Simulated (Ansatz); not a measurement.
Geometry optimisation, RKS B3LYP/6-31G* in Ansatz.

input.yaml

```yaml
crystal:
  periodic: [false, false, false]
  atoms:
    - { symbol: B, position_ang: [-0.109505, 0.689061, -0.384757] }
    - { symbol: H, position_ang: [-0.114864, -0.373002, 1.774464] }
    - { symbol: C, position_ang: [1.300249, 0.05851, -0.747556] }
    - { symbol: H, position_ang: [1.28049, -1.038812, -0.768122] }
    - { symbol: H, position_ang: [1.62442, 0.393032, -1.743232] }
    - { symbol: H, position_ang: [2.082778, 0.359194, -0.039827] }
    - { symbol: "N", position_ang: [-1.312472, 0.059245, -0.783961] }
    - { symbol: H, position_ang: [-1.327002, -0.850908, -1.219233] }
    - { symbol: H, position_ang: [-2.235621, 0.40825, -0.564189] }
    - { symbol: "N", position_ang: [-0.162475, 1.986386, 0.345793] }
    - { symbol: H, position_ang: [-1.005664, 2.543944, 0.380806] }
    - { symbol: H, position_ang: [0.672296, 2.54841, 0.435759] }
    - { symbol: H, position_ang: [-0.077531, 0.32469, 1.890653] }
basis:
  gaussian: { orbitals: "6-31G*" }
hamiltonian:
  xc: b3lyp
relax:
  f_tol: 0.03
  max_steps: 50
output:
  orbitals: {}
```

Command:

```bash
$ ansatz run input.yaml --threads 1 --pin off --max-ram 2048MiB --backend cpu --events-out ev --progress --plain --runs-dir out
```

Question: Where does it end, and by what steps?

Answer: It converged. The force dipped under the threshold on the way, but the program's further checks kept it going. After 19 steps the energy has fallen by 0.373 eV; H2 moved furthest, 1.89 Å.

```
step  energy less start (eV)  largest force component (eV/Å)  accepted
   0                  0.0000                           1.758       yes
   1                 -0.1931                           0.696       yes
   2                 -0.2702                           0.493       yes
   3                 -0.3127                           0.151       yes
   4                 -0.3331                           0.130       yes
   5                 -0.3429                           0.210       yes
   6                 -0.3517                           0.047       yes
   7                 -0.3158                           0.534        no
   8                 -0.3548                           0.032       yes
   9                 -0.3576                           0.089       yes
  10                 -0.3614                           0.128       yes
  11                 -0.3633                           0.319       yes
  12                 -0.3669                           0.133       yes
  13                 -0.3688                           0.170       yes
  14                 -0.3712                           0.051       yes
  15                 -0.3702                           0.340        no
  16                 -0.3718                           0.088       yes
  17                 -0.3722                           0.058       yes
  18                 -0.3725                           0.022       yes
  19                 -0.3725                           0.006       yes
```

```xyz
13
Properties=species:S:1:pos:R:3
B -0.102 0.646 -0.636
H -0.142 0.227 3.569
C 1.312 0.100 -1.126
H 1.300 -0.985 -1.292
H 1.599 0.561 -2.081
H 2.119 0.310 -0.413
N -1.296 0.142 -1.223
H -1.288 -0.591 -1.915
H -2.226 0.443 -0.972
N -0.164 1.648 0.376
H -1.016 2.100 0.677
H 0.667 2.072 0.758
H -0.147 0.437 2.855
```

Run time: 37 s on 1 thread of Intel(R) Xeon(R) 6975P-C (Granite Rapids), on a shared host, peak memory 0.17 GiB.
